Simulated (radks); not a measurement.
Values are calculated unless marked as measured or tabulated.
These are the eigenvalues of the occupied orbitals of an atom or ion with whole-number occupations (hartree). Level of theory: Dirac Kohn-Sham, BLYP, spin-unpolarised, spherical densities, finite nucleus; Fermi nuclear charge, rms radius of each element as measured or else 0.836 A^(1/3) + 0.57 fm (a radial shooting solver on a logarithmic mesh with Libxc functionals).

1s1/2: -933.4979
2s1/2: -174.6673
2p1/2: -165.6219
2p3/2: -159.6884
3s1/2: -61.36003
3p1/2: -58.02716
3p3/2: -56.70655
3d3/2: -51.49303
3d5/2: -51.19716

Which element is it, and in what charge state? The configuration may be excited. Open shells, if any, are shared by 2j + 1.

Answer. Z = 46, palladium, charge +27: Pd27+ in [Ar] 3d1. The list shows which subshells hold electrons but not how many an open one holds; the 1s level, -933.5 hartree, gives Z - s = 43.2 by -(Z - s)^2/2, which with screening and relativity narrows Z to a few neighbours, and the depths of the outer levels then fix element, charge and occupations together.
